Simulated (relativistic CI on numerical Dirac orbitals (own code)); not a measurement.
**Tb3+: calculation against measurement**

Method of calculation: Dirac-Coulomb-Breit CI, KLI orbitals optimised for each configuration, QED by a radiative potential, valence Slater integrals scaled by 0.85, P86 correlation estimate, and configurations built on the next ion tied to the tabulated ionisation energy (semi-empirical) (own radial code, finite nucleus).

Configuration list (outside the closed core [Kr] 4d10 5s2): 4f8.5p6, 4f7.5p6.5d, 4f7.5p6.6s, 4f7.5p6.6p, 4f7.5p6.7s, 4f10.5p4, 4f9.5p5. Levels of other configurations are missing.

```
Configuration  Term (tabulated)  J  Measured (cm⁻¹)  Computed  Error  Purity (%)
      4f8.5p6                7F  6              0.0         0      0          95
      4f8.5p6                7F  5           2051.6      2055      3          97
      4f8.5p6                7F  4           3314.2      3283    -32          95
      4f8.5p6                7F  3           4292.3      4255    -38          94
      4f8.5p6                7F  2           4977.9      4934    -43          94
      4f8.5p6                7F  1           5431.8      5386    -45          94
      4f8.5p6                7F  0           5653.8      5607    -47          94
   4f7.5p6.5d               9D°  3          51800.8     54612   2811          95
   4f7.5p6.5d               9D°  4          52399.6     55156   2756          94
   4f7.5p6.5d               9D°  5          53316.6     55970   2653          94
   4f7.5p6.5d               7D°  5          62680.6     67189   4508          93
```

Measured levels from Martin, Zalubas and Hagan, Atomic Energy Levels: The Rare-Earth Elements, NSRDS-NBS 60 (1978); pairs were made by configuration, J and term (by order where the table uses no LS term), so strongly mixed levels may be paired wrongly.

Mean error by configuration (cm⁻¹): 4f8.5p6 -34; 4f7.5p6.5d 3182. Over the excited levels the mean absolute error is 1294 cm⁻¹ (10 of the 10 excited levels that our extract of the source holds in range could be paired), and the median relative error of those above 1,000 cm⁻¹ is 0.91 %. Some levels of the ground configuration have no partner.
